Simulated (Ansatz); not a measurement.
Cost and result up the ladder for Mo₃H₃Se₉ (15 atoms). Total charge 0; doublet. Geometry: PBE-D4/def2-SVP.

```xyz
15

Mo    0.564    1.216    0.534
Mo   -0.981   -1.089    1.304
Mo   -0.288   -0.297   -1.539
Se    1.368    3.637    1.414
Se    0.022    2.086   -1.676
Se    2.757    1.704    1.531
Se   -1.398    1.328    1.869
Se   -0.390   -1.820    3.396
Se   -2.487   -0.620   -0.881
Se    1.207   -1.221    0.221
Se   -2.092   -3.351    1.059
Se    0.501   -1.507   -3.532
H     1.922    4.196    0.138
H    -2.605   -3.270   -0.345
H     1.899   -0.990   -3.493
```

Ansatz on 2 threads of AMD EPYC 7R13 on a shared host and a share (18 GiB) of an NVIDIA H100 80GB HBM3. Times are rough, and most runs start from the orbitals of an earlier one. PBE0-D4/def2-TZVP serves as the yardstick here, not as an exact answer. Differences are given only for rows in sets of like size (and for xTB, whose basis is part of the method), since another set adds its own error. Binding counts from free atoms at the same level (Mo septet, Se triplet, H doublet; other spins of the atoms weren't run), without zero-point energy or a counterpoise term.

In the def2 sets Mo takes a core potential; there is no spin–orbit coupling. B3LYP takes the VWN-RPA correlation. Single mean-field runs in def2-TZVP are fitted with def2-universal-jkfit.

Run but left out: HF/def2-TZVP, PBE-QIDH/def2-TZVP, MP2/def2-SVP (⟨S²⟩ 2.16 to 3.94, where a pure state has 0.75).

```json
{"level": "B3LYP-D4/def2-TZVP", "functions": "570", "binding energy per atom (eV)": "3.27", "difference from PBE0-D4/def2-TZVP (eV)": "0.05"}
{"level": "PBE-D4/def2-SVP", "functions": "396", "binding energy per atom (eV)": "3.59", "difference from PBE0-D4/def2-TZVP (eV)": "–"}
{"level": "PBE0-D4/def2-SVP", "functions": "396", "binding energy per atom (eV)": "3.24", "difference from PBE0-D4/def2-TZVP (eV)": "–"}
{"level": "PBE0-D4/def2-TZVP (with forces)", "functions": "570", "binding energy per atom (eV)": "3.23", "difference from PBE0-D4/def2-TZVP (eV)": "0.00"}
{"level": "r2SCAN-D4/def2-TZVP (with forces)", "functions": "570", "binding energy per atom (eV)": "3.30", "difference from PBE0-D4/def2-TZVP (eV)": "0.07"}
{"level": "PBE-D4/def2-TZVP", "functions": "570", "binding energy per atom (eV)": "3.57", "difference from PBE0-D4/def2-TZVP (eV)": "0.34"}
```

Q: Estimate how long each takes.

A: PBE-D4/def2-TZVP 8.5 s; PBE-D4/def2-SVP 11 s; r2SCAN-D4/def2-TZVP (with forces) 13 s; B3LYP-D4/def2-TZVP 15 s; PBE0-D4/def2-SVP 17 s; PBE0-D4/def2-TZVP (with forces) 18 s. On shared hardware such times vary by a factor of up to 3.
